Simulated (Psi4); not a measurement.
Psi4 input (wB97X-D/6-311+G**):

```
memory 1500 MB

molecule {
0 2
C     0.58240400   -0.78592000    0.41261000
C    -0.80110000   -0.41460300    0.65693800
Cl   -1.63767200    0.16900700   -0.90370500
Cl    1.79932900    0.40702800    0.39009000
H     0.86121800   -1.73769700   -0.01329200
H    -0.90413000    0.41500000    1.34907500
H    -1.39307900   -1.26675400    0.97837700
symmetry c1
no_reorient
no_com
}

set {
  basis 6-311+G**
  reference uks
  scf_type df
  df_basis_scf def2-universal-jkfit
  dft_radial_points 99
  dft_spherical_points 590
  e_convergence 1e-8
  d_convergence 1e-7
  maxiter 150
}

e = energy('wb97x-d')
print_out(f'\nFINAL {e:.10f} DIPOLE {variable("CURRENT DIPOLE")[0]:.6f} {variable("CURRENT DIPOLE")[1]:.6f} {variable("CURRENT DIPOLE")[2]:.6f}\n')
```

Output:

```
   => Loading Basis Set <=

    Name: 6-311+G**
    Role: ORBITAL
    Keyword: BASIS
    atoms 1-2 entry C          line   129 file 6-311pgss.gbs
    atoms 3-4 entry CL         line   468 file 6-311pgss.gbs
    atoms 5-7 entry H          line    42 file 6-311pgss.gbs

   => WB97X-D: Empirical Dispersion <=

    Chai and Head-Gordon Dispersion Correction
    Chai, J.-D.; Head-Gordon, M. (2010), J. Chem. Phys., 132: 6615-6620

        s6 =       1.000000

         ---------------------------------------------------------
                                   SCF
               by Justin Turney, Rob Parrish, Andy Simmonett
                          and Daniel G. A. Smith
                              UKS Reference
         ---------------------------------------------------------

  ==> Geometry <==

    Molecular point group: c1
    Full point group: C1

    Geometry (in Angstrom), charge = 0, multiplicity = 2:

       Center              X                  Y                   Z               Mass
    ------------   -----------------  -----------------  -----------------  -----------------
         C            0.582404000000    -0.785920000000     0.412610000000    12.000000000000
         C           -0.801100000000    -0.414603000000     0.656938000000    12.000000000000
         CL          -1.637672000000     0.169007000000    -0.903705000000    34.968852682000
         CL           1.799329000000     0.407028000000     0.390090000000    34.968852682000
         H            0.861218000000    -1.737697000000    -0.013292000000     1.007825032230
         H           -0.904130000000     0.415000000000     1.349075000000     1.007825032230
         H           -1.393079000000    -1.266754000000     0.978377000000     1.007825032230

  Running in c1 symmetry.

  Rotational constants: A =      0.42020  B =      0.06601  C =      0.06040 [cm^-1]
  Rotational constants: A =  12597.13398  B =   1979.03382  C =   1810.64518 [MHz]
  Nuclear repulsion =  188.185060584089712

  Charge       = 0
  Multiplicity = 2
  Electrons    = 49
  Nalpha       = 25
  Nbeta        = 24

  ==> Algorithm <==

  SCF Algorithm Type is DF.
  DIIS enabled.
  MOM disabled.
  Fractional occupation disabled.
  Guess Type is SAD.
  Energy threshold   = 1.00e-08
[...]
     122A    215.912771

    Beta Occupied:

       1A   -101.747959     2A   -101.711812     3A    -10.368796
       4A    -10.364567     5A     -9.616456     6A     -9.579835
       7A     -7.365631     8A     -7.355455     9A     -7.355380
      10A     -7.327950    11A     -7.319369    12A     -7.319259
      13A     -0.999608    14A     -0.944261    15A     -0.828591
      16A     -0.699031    17A     -0.598135    18A     -0.553739
      19A     -0.508893    20A     -0.504196    21A     -0.439997
      22A     -0.416370    23A     -0.388933    24A     -0.386492

    Beta Virtual:

      25A     -0.039880    26A      0.062525    27A      0.079585
      28A      0.080123    29A      0.091606    30A      0.103362
      31A      0.114131    32A      0.131314    33A      0.139558
      34A      0.142602    35A      0.150124    36A      0.158188
      37A      0.166887    38A      0.173657    39A      0.176291
      40A      0.184990    41A      0.201267    42A      0.233039
      43A      0.256608    44A      0.261157    45A      0.283111
      46A      0.307305    47A      0.322014    48A      0.451078
      49A      0.478979    50A      0.487638    51A      0.505354
      52A      0.520523    53A      0.532290    54A      0.542433
      55A      0.559178    56A      0.571990    57A      0.596975
      58A      0.639359    59A      0.653269    60A      0.697662
      61A      0.711447    62A      0.744643    63A      0.822785
      64A      0.860296    65A      0.897961    66A      0.929510
      67A      0.944910    68A      0.958256    69A      0.964465
      70A      0.991594    71A      1.008886    72A      1.032944
      73A      1.066601    74A      1.101072    75A      1.187681
      76A      1.203311    77A      1.253472    78A      1.318907
      79A      1.420676    80A      1.568850    81A      1.596392
      82A      1.624530    83A      1.681894    84A      1.747721
      85A      1.796086    86A      1.838616    87A      1.878955
      88A      1.984614    89A      2.064420    90A      2.165796
      91A      2.213246    92A      2.302328    93A      2.352328
      94A      2.390172    95A      2.417190    96A      2.424348
      97A      2.480215    98A      2.508144    99A      2.560122
     100A      2.596588   101A      2.617228   102A      2.700707
     103A      2.802097   104A      2.829226   105A      2.900772
     106A      3.235780   107A      3.296925   108A      3.466584
     109A      3.833008   110A      4.130930   111A      9.801295
     112A      9.843824   113A     23.793754   114A     23.982291
     115A     25.900594   116A     25.951924   117A     25.986081
     118A     26.028080   119A     26.394279   120A     26.486966
     121A    215.868483   122A    215.913484

    Final Occupation by Irrep:
              A
    DOCC [    24 ]
    SOCC [     1 ]
    NA   [    25 ]
    NB   [    24 ]

  @DF-UKS Final Energy:  -998.37189500286161

   => Energetics <=

    Nuclear Repulsion Energy =            188.1850605840897117
    One-Electron Energy =               -1749.2890880417749031
    Two-Electron Energy =                 612.2073117146792356
    DFT Exchange-Correlation Energy =     -49.4734459330784873
    Empirical Dispersion Energy =          -0.0017333267772617
    VV10 Nonlocal Energy =                  0.0000000000000000
    Total Energy =                       -998.3718950028616064

  UHF NO Occupations:
  HONO-2 :   23  A 1.9991593
  HONO-1 :   24  A 1.9985493
  HONO-0 :   25  A 1.0000000
  LUNO+0 :   26  A 0.0014507
  LUNO+1 :   27  A 0.0008407
  LUNO+2 :   28  A 0.0003335
  LUNO+3 :   29  A 0.0002738

Computation Completed

Properties will be evaluated at   0.000000,   0.000000,   0.000000 [a0]

Properties computed using the SCF density matrix

 Multipole Moments:

 ------------------------------------------------------------------------------------
     Multipole            Electronic (a.u.)      Nuclear  (a.u.)        Total (a.u.)
 ------------------------------------------------------------------------------------

 L = 1.  Multiply by 2.5417464519 to convert [e a0] to [Debye]
 Dipole X            :          0.1226277            0.0000038            0.1226315
 Dipole Y            :         -0.5483363            0.0000113           -0.5483250
 Dipole Z            :          0.6372222           -0.0000132            0.6372090
 Magnitude           :                                                    0.8495494

 ------------------------------------------------------------------------------------

FINAL -998.3718950029 DIPOLE 0.122631 -0.548325 0.637209

*** Psi4 exiting successfully. Buy a developer a beer!
```

The geometry given is a B3LYP-D3(BJ)/def2-TZVP minimum.
